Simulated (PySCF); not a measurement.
Ionising PbSe

RHF-SCS-MP2; basis Pb def2-SVP with ECP60, Se def2-SVP; scalar-relativistic core potentials; PySCF 2.14. Neutral (RHF): singlet (closed shell), Re = 2.441 Å, ωe = 287 cm⁻¹, De = 3.77 eV.

PbSe⁺ (UHF): doublet (π ↑), Re = 2.607 Å, ωe = 231 cm⁻¹. The energies at the minima are -2591.72804 hartree for PbSe and -2591.42322 for PbSe⁺.

**Question.** Work out the adiabatic ionisation energy, without and with harmonic zero-point energies (1 hartree = 27.2114 eV, 1 eV = 8065.5 cm⁻¹), and the change of the bond length.

**Answer.** At SCS-MP2: 0.30482 hartree = 8.295 eV between the minima; the zero-point term (231.0 − 287.0)/2 cm⁻¹ = -0.003 eV makes it 8.291 eV. Re changes by +16.6 pm against the neutral. The electron leaves a π orbital, and the longer bond of the ion fits a bonding orbital, or a change in how ionic the bond is.

Correlated steps freeze 13 core orbitals. Correlated levels converge slowly with the basis: in double zeta they bind strong bonds too weakly, by up to about 1 eV, and carry superposition errors of some tenths. Spin–orbit coupling is left out, which matters for elements this heavy, above all for dissociation energies. Where the molecule has an RHF reference, its open-shell atoms are computed with UHF. States were picked by a PBE0 search and need not be the measured ground states.

Neutral and ion stand on different kinds of reference determinant, which adds to the error of the difference.
